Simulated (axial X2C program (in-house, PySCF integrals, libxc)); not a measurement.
What spin–orbit coupling does to AsSe⁻

Computed with an in-house relativistic program for diatomic molecules. Spin-free means the one-electron spin-free X2C Hamiltonian; two-component (2c) means X2C with spin–orbit coupling and atomic mean-field two-electron Coulomb and Gaunt terms, so the difference of the two also holds small scalar two-electron terms. Basis: Se dyall-acv3z [9s10p7d5f1g], As dyall-acv3z [10s10p7d5f1g] (cores contracted in-house); Gaussian nuclei, density fitting, unrestricted open shells. Masses: Se 79.917 u, As 74.922 u.

Spin-free state: M_S = 1, Λ = 0 (beyond evenly filled blocks: π+α, π-α); fragments Se- + As.

```csv
level,Re (Å),ωe (cm⁻¹),De (eV),μ (D)
PBE0,2.250,338.6,3.258,0.25
r2SCAN0,2.238,346.2,3.168,0.35
```

Dipoles are positive if As is the positive end and refer to the centre of mass.

Two-component determinant lowest at the distance of the search:

Ω = 1 (⟨Sz⟩ = 1.00, ⟨Lz⟩ = 0.00 at PBE0); fragments Se- + As.

```tsv
level	Re (Å)	ωe (cm⁻¹)	De (eV)	μ (D)
PBE0	2.251	337.5	3.215	0.24
r2SCAN0	2.239	345.3	n/a	0.34
```

(1) From the two tables, how do the constants change at the PBE0 level (2c against spin-free)?

Occupations by symmetry block were frozen at the best pattern of an incomplete PBE0 search. De is counted from the lowest determinant-based energies of the atoms at the same level, without counterpoise correction. De is not given where an atomic determinant may have missed its ground term or J level, or where the truncated virtual space spoils (T). Density functionals use the spin component along the axis (collinear). Other states lie close and PBE0, whose exact exchange favours high spin, may order them wrongly; the determinant shown need not be the ground state. The nearest other spin-free determinant of the search, M_S = 0, Λ = 2, lies 0.60 eV up at the distance of the search. The functionals have no current-density term, which raises determinants with orbital currents, atoms included. With several unpaired electrons one determinant need not be a pure state. Open-shell Ω = 0 determinants with evenly filled partner blocks cannot be reached by this program, so the Ω shown need not be the lowest component. This is the Ω = 1 component of a π² triplet; the 0⁺ component is not one determinant and can lie lowest. The highest occupied level of some functionals is positive through self-interaction error; at Hartree–Fock it is bound.

Answers

(1) At the PBE0 level Re rises by 0.001 Å and ωe decreases by 1.1 cm⁻¹; De changes by -0.043 eV.
